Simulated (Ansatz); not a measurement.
System: GeNH$_{4}$, charge 0, doublet. GeNH4 (SMILES [NH2][GeH2], doublet).
B3LYP-D3(BJ)/def2-TZVP minimum from Ansatz (a first-principles code):
```xyz
6

Ge    -0.3847     0.0229    -0.0687
N      1.4487    -0.1357     0.1771
H     -0.6515     1.5560    -0.0974
H     -1.0136    -0.6013     1.2109
H      1.8007    -1.0685     0.3459
H      2.0354     0.3299    -0.5021
```
Charge 0, spin multiplicity 2.

Total energies in cc-pVTZ, 13 correlated electrons, 15 frozen orbitals. UHF or UKS for unpaired electrons; spin-orbit terms are left out. Cores are frozen in correlated methods (noble-gas shells, and filled d and f shells in the p block). No relativity.

```
method    program  energy (Eh)  minus CCSDT(Q) (mEh)
--------  -------  -----------  --------------------
HF         Ansatz  -2132.18015                365.68
MP2        Ansatz  -2132.50590                 39.92
CCSD       Ansatz  -2132.53172                 14.10
CCSD(T)    Ansatz  -2132.54445                  1.37
CCSDT(Q)   Ansatz  -2132.54582                  0.00
```

Rough core times of Ansatz's runs on a shared machine: CCSD(T) under 20 s, CCSDT(Q) 30 min.
